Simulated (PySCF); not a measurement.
Molecule: Trichlorosilane, Cl3HSi.

Molfile (atoms numbered from 1):
```
Cl3HSi
     RDKit          3D

  5  4  0  0  0  0  0  0  0  0999 V2000
   -0.9485    1.6711   -0.5868 Cl  0  0  0  0  0  0  0  0  0  0  0  0
    0.0056    0.0031    0.1125 Si  0  0  0  0  0  4  0  0  0  0  0  0
   -1.0002   -1.6629   -0.5166 Cl  0  0  0  0  0  0  0  0  0  0  0  0
    1.9090   -0.0365   -0.6308 Cl  0  0  0  0  0  0  0  0  0  0  0  0
    0.0514    0.0309    1.5874 H   0  0  0  0  0  0  0  0  0  0  0  0
  1  2  1  0
  2  3  1  0
  2  4  1  0
  2  5  1  0
M  END
```

Geometry PBE0-D3(BJ)/def2-SVP throughout; GIAO in PySCF 2.14.0 with density-fitted response routines, gas phase, one conformer, non-relativistic; equivalent atoms averaged; basis pcSseg-2.

For orientation, HF gives these absolute shieldings σ: Cl1/Cl3/Cl4 882.1, Si2 385.8, H5 26.15 ppm.

A run gave: Cl1/Cl3/Cl4 756.1, Si2 302.0, H5 24.94 ppm (absolute shieldings σ).

Question: Which functional was used in that run?
A. KT3
B. LC-wPBE
C. BLYP
D. PBE
E. B3LYP

Answer: C. Si2 tells them apart best: BLYP gives 302.0, PBE gives 313.3, B3LYP gives 316.7, KT3 gives 352.9, LC-wPBE gives 333.7 ppm.
